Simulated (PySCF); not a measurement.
**Working out the ionisation energy of Ne+**

Ne+ [He] 2s2 2p5 (2P) → Ne(2+) [He] 2s2 2p4 (3P). All numbers are calculated (PySCF 2.14, the non-relativistic Hamiltonian (point nucleus), in dyall-acv3z (15s9p4d2f, 76 functions)). Frozen: nothing; the 5 highest virtual orbitals dropped. Energies in hartree (1 hartree = 27.21139 eV):

| part | Ne+ (lower) | Ne(2+) (upper) |
| --- | --- | --- |
| UHF | -127.824236 | -126.381003 |
| MP2 opposite-spin | -0.208367 | -0.165374 |
| MP2 same-spin | -0.057738 | -0.044040 |

**Question.** What does Hartree-Fock give?

**Answer.** (-126.381003) − (-127.824236) = 1.443233 hartree = 39.272 eV.

**Question.** What do MP2 and SCS-MP2 (6/5 opposite-spin, 1/3 same-spin) give?

**Answer.** The opposite-spin parts differ by 1.170 eV and the same-spin parts by 0.373 eV. MP2: 39.272 + (1.170) + (0.373) = 40.815 eV. SCS-MP2: 39.272 + 1.2 × (1.170) + (0.373)/3 = 40.800 eV.

A first-order spin-orbit estimate adds -0.005 eV to MP2 (valence and next inner shell), giving 40.810 eV against 40.963 eV (measured; NIST Atomic Spectra Database, ionization energies).

What remains against the reference includes basis incompleteness and correlation beyond second order.
